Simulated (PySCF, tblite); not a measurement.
Isomers of C3H6O2SSi, one GFN2-xTB conformer each. Single-point energies are computed at PBE0/pcSseg-1 (PySCF, gas phase, no added dispersion term), electronic only.

Question: Rank them by PBE0/pcSseg-1 energy, lowest first (kJ/mol).
A. `[OH:1][SiH2:2][C@@H:3]1[CH2:4][O:5][C:6]1=[S:7]` with H–O1–Si2–C3 -179°, O1–Si2–C3–C4 -75°
B. `[OH:1][CH2:2][C@H:3]1[SiH2:4][O:5][C:6]1=[S:7]` with H–O1–C2–C3 -170°, O1–C2–C3–Si4 -23°

Answer: A (0.0), B (29.1).

GFN2-xTB itself gives, in the same order: 0.0, 39.2. Both levels put the same isomer lowest.

Which frontier levels, dipoles and rotational constants go with these structures?

```tsv
SMILES	HOMO (eV, PBE0/pcSseg-1)	LUMO (eV)	dipole (D)	A, B, C (MHz)
O[SiH2][C@@H]1COC1=S	-6.60	-1.23	4.99	3239, 1164, 912.0
OC[C@H]1[SiH2]OC1=S	-6.42	-1.24	4.90	2503, 1630, 1152
```

What happens when harmonic zero-point energies from GFN2-xTB frequencies are added?

| SMILES | ZPE (kJ/mol) | electronic (kJ/mol) | with ZPE (kJ/mol) |
| --- | --- | --- | --- |
| O[SiH2][C@@H]1COC1=S | 222.6 | 0.0 | 0.0 |
| OC[C@H]1[SiH2]OC1=S | 223.7 | 29.1 | 30.2 |

The zero-point energies span 1.1 kJ/mol. The order is unchanged.

As an exercise, what shares would exp(−E/RT) give at 1000 K from these electronic energies alone (no entropy, no degeneracies)?

RT = 8.314 kJ/mol: O[SiH2][C@@H]1COC1=S 97.1 %, OC[C@H]1[SiH2]OC1=S 2.9 %.
